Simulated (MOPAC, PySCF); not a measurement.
C2H10Si2, SMILES `CC[SiH2][SiH3]` (C–C–Si–Si torsion 59°), neutral singlet in the gas phase. 

Z-matrix (Å, degrees):
```
Si
H 1 1.4911
H 1 1.4920 2 107.62
C 1 1.8831 2 110.34 3 119.71
H 4 1.0949 1 108.15 2 57.38
H 4 1.0951 5 106.13 1 115.31
C 4 1.5254 5 110.51 6 119.75
H 7 1.0929 4 111.49 5 -59.75
H 7 1.0931 8 107.44 4 -122.49
H 7 1.0931 8 107.53 9 -115.13
Si 1 2.3419 2 108.68 3 -117.41
H 11 1.4884 1 110.77 2 55.54
H 11 1.4894 12 108.24 1 -121.93
H 11 1.4900 12 108.40 13 -116.87
```
Charge 0, multiplicity 1.

All levels are single points at this geometry (PBE0-D3(BJ)/def2-TZVP); Pople sets use spherical d functions. Orbital energies aren't observables, and empty levels follow the basis.

```json
[
 {"level": "PBE-D3(BJ)/def2-TZVP in PySCF", "HOMO (eV)": "-6.83", "LUMO (eV)": "-0.67", "gap (eV)": "6.16", "dipole (D)": "1.08", "vertical IE, Delta-SCF (eV)": "–"},
 {"level": "PBE0-D3(BJ)/def2-TZVP in PySCF", "HOMO (eV)": "-7.95", "LUMO (eV)": "0.15", "gap (eV)": "8.10", "dipole (D)": "1.05", "vertical IE, Delta-SCF (eV)": "–"},
 {"level": "B3LYP/3-21G in PySCF", "HOMO (eV)": "-7.82", "LUMO (eV)": "0.76", "gap (eV)": "8.59", "dipole (D)": "1.00", "vertical IE, Delta-SCF (eV)": "–"},
 {"level": "B3LYP/6-311+G** in PySCF", "HOMO (eV)": "-7.80", "LUMO (eV)": "-0.27", "gap (eV)": "7.52", "dipole (D)": "0.98", "vertical IE, Delta-SCF (eV)": "–"},
 {"level": "BP86/6-31G* in PySCF", "HOMO (eV)": "-6.81", "LUMO (eV)": "-0.26", "gap (eV)": "6.55", "dipole (D)": "1.12", "vertical IE, Delta-SCF (eV)": "–"},
 {"level": "M06-2X/6-31G* in PySCF", "HOMO (eV)": "-8.89", "LUMO (eV)": "1.31", "gap (eV)": "10.21", "dipole (D)": "0.97", "vertical IE, Delta-SCF (eV)": "–"},
 {"level": "SVWN5/6-31G* in PySCF", "HOMO (eV)": "-6.75", "LUMO (eV)": "-0.39", "gap (eV)": "6.36", "dipole (D)": "1.12", "vertical IE, Delta-SCF (eV)": "9.62"},
 {"level": "PM3 in MOPAC", "HOMO (eV)": "-9.69", "LUMO (eV)": "-1.24", "gap (eV)": "8.45", "dipole (D)": "0.47", "vertical IE, Delta-SCF (eV)": "–"},
 {"level": "PM7 in MOPAC", "HOMO (eV)": "-10.43", "LUMO (eV)": "0.38", "gap (eV)": "10.81", "dipole (D)": "0.64", "vertical IE, Delta-SCF (eV)": "–"}
]
```
